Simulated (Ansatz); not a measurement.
CH7BSi2 can be A, `B1[SiH2]C[SiH2]1`, or B, `[SiH3]B1C[SiH2]1`.

Isolated molecules relaxed with PBE0-D4/def2-TZVP in Ansatz; ΔE leaves out vibrations. CCSD(T)/CBS adds triple-zeta CCSD(T) − MP2 to the extrapolated MP2 energy (def2 sets, frozen cores). Functionals use def2-TZVPP. B3LYP here is the variant with VWN-RPA as its local correlation; programs differ in this.

Which is lower in electronic energy at CCSD(T)/CBS, and by how much? (Estimate.)

Ansatz gave: A, by 13.7 kcal/mol.

Give E(B) − E(A) in kcal/mol with B3LYP-D4, CCSD/def2-TZVPP, B3LYP, ωB97M-V, PBE-D4, LDA (SPW92), B2PLYP. (Estimate.)

Computed: B3LYP-D4 12.1, CCSD/def2-TZVPP 14.7, B3LYP 11.1, ωB97M-V 13.5, PBE-D4 10.5, LDA (SPW92) 10.0, B2PLYP 11.9. None reverses the order clearly.

Does the order hold for the free energy at 298.15 K (harmonic terms from PBE0-D4)? (An estimate is asked.)

Computed: Yes: G(B) − G(A) = +12.1 kcal/mol.

Largest T1 diagnostic: 0.014.

The D4 term adds +1.0 kcal/mol with B3LYP and +0.5 kcal/mol with PBE0; it sums over pairs of atoms, weighted by their polarisabilities, and B3LYP, whose exchange is more repulsive, gets the larger term. From PBE to PBE0 (25 % exact exchange), in def2-TZVPP and without D4, E(B) − E(A) moves by +3.1 kcal/mol.
